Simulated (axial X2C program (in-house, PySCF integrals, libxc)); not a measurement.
## AsO⁺: from Re and ωe to a spectrum

A bond curve at the PBE0 level, 2c, was computed with an in-house relativistic program for diatomic molecules (basis As dyall-cv3z [9s9p6d4f1g], O dyall-av3z [7s6p3d2f] (cores contracted in-house)) for the state Ω = 0 (closed shell). Its fit gives Re = 1.5532 Å, ωe = 1180.6 cm⁻¹, ωexe = 4.23 cm⁻¹ and αe = 2.830e-03 cm⁻¹; the masses are 74.9216 and 15.9949 u. Two-component means X2C with spin–orbit coupling and atomic mean-field Coulomb and Gaunt terms.

Find the reduced mass, Be and the force constant.

From the PBE0 values: μ = 13.1809 u. Be = 16.8576/(μ Re²) = 0.5301 cm⁻¹. k = 5.8918×10⁻⁷ μ ωe² = 10.8 mdyn/Å.

Where do the fundamental and the first overtone lie?

ν(1←0) = ωe − 2ωexe = 1172.1 cm⁻¹; ν(2←0) = 2ωe − 6ωexe = 2335.8 cm⁻¹.

A Morse curve ties αe to the other constants (Pekeris). How well does that hold?

αe(Morse) = 6Be²/ωe × (√(ωexe/Be) − 1) = 2.606e-03 cm⁻¹; the PBE0 curve gives 2.830e-03 cm⁻¹, a ratio of 0.92.

Estimate the centrifugal constant by the Kratzer relation.

D = 4Be³/ωe² = 4.28e-07 cm⁻¹.

Give B0, the J = 1←0 line in GHz and the most populated J at 300 K (kT = 208.5 cm⁻¹).

B0 = Be − αe/2 = 0.5287 cm⁻¹; 2B0 = 31.7 GHz; J(max) ≈ √(kT/2B0) − 1/2 = 13.5, so J = 14.

One determinant describes the state; a PBE0 search over occupations chose it and may have missed a lower one.
